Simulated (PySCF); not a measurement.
HIMgS, SMILES [SH][Mg][I]. Coordinates come from a B3LYP-D3(BJ)/def2-TZVP optimisation. The def2 effective core potentials stand for the cores of I; spin–orbit coupling is left out. One conformer was computed; it need not be the lowest.

Computed with B3LYP-D3(BJ)/def2-TZVP in PySCF 2.14.0.

Harmonic wavenumbers (cm⁻¹): 85, 93, 210, 507, 550, 2656. Rotational constants (GHz): 286.5, 0.7624, 0.7604; symmetry number 1.

Task: Work out the zero-point energy and the ideal-gas rigid-rotor harmonic-oscillator thermochemistry at 298.15 K and 1 atm.

Result: ZPE = ½ Σ hcν = ½ × 4100 cm⁻¹ = 24.52 kJ/mol. H − E(el) = 40.92 kJ/mol. Entropy in J/(mol K): translation 173.80, rotation 104.91, vibration 44.43, total 323.14. G − E(el) = -55.43 kJ/mol. Cp = 67.21 J/(mol K). Modes under 150 cm⁻¹ make the vibrational entropy uncertain.
